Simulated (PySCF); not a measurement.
Species: C4H9OSi (doublet state).
Numbering: `[CH2:1]=[C:2][Si@H:3]([OH:4])[CH2:5][CH3:6]` (hydrogens: H7, H8 on C1; H9 on Si3; H10 on O4; H11, H12 on C5; H13, H14, H15 on C6)

Structure used (GFN2-xTB), in Å, numbered top down from 1:
```
atom  x, y, z in Å
C1     2.7358    0.6969   -0.3081
C2     1.5625    0.2418   -0.5979
Si3    0.2491   -1.0493   -0.6837
O4    -0.3398   -1.1601   -2.2010
C5    -1.0708   -0.5040    0.5829
C6    -1.6582    0.8749    0.2966
H7     3.5447    0.0890    0.0941
H8     3.0088    1.7366   -0.4549
H9     0.6547   -2.4403   -0.4797
H10   -0.7482   -0.4131   -2.6299
H11   -1.8805   -1.2356    0.5994
H12   -0.6406   -0.5018    1.5848
H13   -2.3852    1.1563    1.0577
H14   -2.1624    0.8869   -0.6687
H15   -0.8743    1.6298    0.2809
```

The hyperfine couplings belong to this conformer and change with its torsions.

Method: UKS B3LYP, pcH-1 on C H O Si, non-relativistic, mean-field spin-orbit, GIAO (PySCF). One conformer (not necessarily the lowest) at the GFN2-xTB geometry, without solvent, vibrations or thermal averaging. The geometry wasn't refined by DFT: couplings that depend on bond lengths, twists or pyramidal angles can differ widely from those at the functional's own minimum. No stability test was run, so a lower SCF solution isn't excluded.

Computed for the main isotopes (class means, splittings of 0.05 mT or more): g = 2.0022; H7 1H +189.4 MHz (6.76 mT); H8 1H +159.4 MHz (5.69 mT); H9 1H +74.5 MHz (2.66 mT); H12 1H +2.0 MHz (0.07 mT); 16 first-order lines, 15.18 mT wide.

Q: What changes when 1H at H8 is replaced by 2H?

A: The spin density stays the same (vibrational effects aside), so a scales with the nuclear g factor: 0.85744/5.58569 = 0.1535, so a goes from +159.4 to +24.5 MHz (0.873 mT). The spin goes from 1/2 to 1, so the 1:1 doublet becomes a 1:1:1 triplet. The spectrum then has 24 first-order lines over 11.23 mT.

```json
{"offset from centre (mT)": "-5.62", "relative intensity": "1"}
{"offset from centre (mT)": "-5.55", "relative intensity": "1"}
{"offset from centre (mT)": "-4.74", "relative intensity": "1"}
{"offset from centre (mT)": "-4.67", "relative intensity": "1"}
{"offset from centre (mT)": "-3.87", "relative intensity": "1"}
{"offset from centre (mT)": "-3.80", "relative intensity": "1"}
{"offset from centre (mT)": "-2.96", "relative intensity": "1"}
{"offset from centre (mT)": "-2.89", "relative intensity": "1"}
{"offset from centre (mT)": "-2.08", "relative intensity": "1"}
{"offset from centre (mT)": "-2.01", "relative intensity": "1"}
{"offset from centre (mT)": "-1.21", "relative intensity": "1"}
{"offset from centre (mT)": "-1.14", "relative intensity": "1"}
{"offset from centre (mT)": "+1.14", "relative intensity": "1"}
{"offset from centre (mT)": "+1.21", "relative intensity": "1"}
{"offset from centre (mT)": "+2.01", "relative intensity": "1"}
{"offset from centre (mT)": "+2.08", "relative intensity": "1"}
{"offset from centre (mT)": "+2.89", "relative intensity": "1"}
{"offset from centre (mT)": "+2.96", "relative intensity": "1"}
{"offset from centre (mT)": "+3.80", "relative intensity": "1"}
{"offset from centre (mT)": "+3.87", "relative intensity": "1"}
{"offset from centre (mT)": "+4.67", "relative intensity": "1"}
{"offset from centre (mT)": "+4.74", "relative intensity": "1"}
{"offset from centre (mT)": "+5.55", "relative intensity": "1"}
{"offset from centre (mT)": "+5.62", "relative intensity": "1"}
```

Q: Where do the 13C satellites of C2 appear, and how strong are they?

A: a = +137.7 MHz, or 4.91 mT in magnitude, and I = 1/2, so to first order each main line has two satellites, at ±2.46 mT. The isotope's abundance is about 1.07 %, shared among 2 lines, so each has 0.54 % of the main line's intensity.

Q: Give position and intensity of the satellites from 13C at C1.

A: a = -45.5 MHz, or 1.63 mT in magnitude, and I = 1/2, so to first order each main line has two satellites, at ±0.81 mT. The isotope's abundance is about 1.07 %, shared among 2 lines, so each has 0.54 % of the main line's intensity.
